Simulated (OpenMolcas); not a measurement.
# d9 ions of charge +2 down a group with 6 fluoride ligands in octahedral coordination

```yaml
Program: OpenMolcas 26.06
Method: CASSCF
Spin-orbit_coupling: state interaction with AMFI integrals over the reference wave functions
```

The d shell is active. Anionic complexes are neutralised by point charges behind the ligands. Distances were set from a Shannon-type radius of the metal (high-spin where two are listed) plus a fixed donor radius (F 1.31 Å). Ligand basis ANO-RCC-VDZP, DKH2 Hamiltonian. States (labels of O, the rotations of Oh). Energies in cm-1 above the lowest state or level, χT in cm3 K/mol; 10Dq is the gap between the two states. Spin-only χT is S(S+1) / 2 for the spin of the ground state.

| Ion | Shell | R (Å) | Metal basis | Outer charge (e at Å behind ligand) | Ground state | First state of that spin | 10Dq | First gap with spin-orbit (degeneracies) | χT at 300 K | Spin-only χT |
| --- | --- | --- | --- | --- | --- | --- | --- | --- | --- | --- |
| Cu2+ | 3d9 | 2.04 | ANO-RCC-VDZP | 0.67 at 2.6 | 2E | 2T2 4649 | 4649 | 4023 (4, 2) | 0.683 | 0.375 |
| Ag2+ | 4d9 | 2.25 | ANO-RCC-VTZP | 0.67 at 3.2 | 2E | 2T2 7246 | 7246 | 6038 (4, 2) | 0.707 | 0.375 |

The rows also differ in their metal basis and outer charges, so part of each step comes from that.

|10Dq| changes by a factor of 7246 / 4649 = 1.56 from Cu2+ to Ag2+.

χT departs most from the spin-only value for Ag2+, by +0.332 cm3 K/mol.

An orbital doublet at a regular site is open to a Jahn-Teller distortion, which this geometry leaves out. Ligand-to-metal charge-transfer states are missing. With metal d orbitals alone and no dynamic correlation the field as a rule comes out too small, by tens of per cent, by up to half for chloride and softer ligands, and the orbital part of g and χT, which goes as 1/10Dq, too large (holds for Cu2+). With metal d orbitals alone the field can be off either way by tens of per cent (holds for Ag2+). No measured value stands beside these numbers; the geometry was imposed, not optimised, and the real ion may take another.
